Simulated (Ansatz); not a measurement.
Re6⁻, relaxed as a doublet with UKS r2SCAN-D4/def2-SVPD in Ansatz, starting from the GFN2-xTB geometry. Force threshold 0.02 eV/Å.

In the def2 sets Re takes a core potential; there is no spin–orbit coupling. The charge -1 doublet is spin-contaminated (final ⟨S²⟩ up to 2.94, 0.75 for a pure state). The structure comes from a short search, and lower isomers may exist.

Start:

Cartesian coordinates in Å:
```
Re 1.227 1.733 2.029
Re -1.628 1.174 -2.145
Re 1.050 -0.538 1.417
Re -0.369 1.788 -0.247
Re 0.400 -2.907 0.115
Re -0.680 -1.251 -1.169
```

Problem. Estimate the energy that the relaxation releases and the steps that it takes.

Solution. 5.96 eV, in 28 steps; 16 min on 4 threads of Arm Neoverse V2 on a shared host. No frequencies were taken in this run, so the end may be a saddle point.

Problem. Does the start keep its bonding and symmetry?

Solution. Bonds formed: Re1–Re2, Re1–Re5, Re2–Re5 (atoms count from 1). Point group C3h at the start, D3d at the end, both within 0.05 Å.

Problem. Predict the relaxed structure.

Solution. 
```xyz
6

Re    0.0310    0.9648    1.5488
Re   -1.5562    0.5526   -0.7756
Re    1.5544   -0.5506    0.7756
Re    0.4255    1.6708   -0.5873
Re   -0.4241   -1.6762    0.5856
Re   -0.0306   -0.9614   -1.5472
```
Bond lengths (bridged metal pairs left out): 12 × Re–Re 2.28 to 2.85 Å.
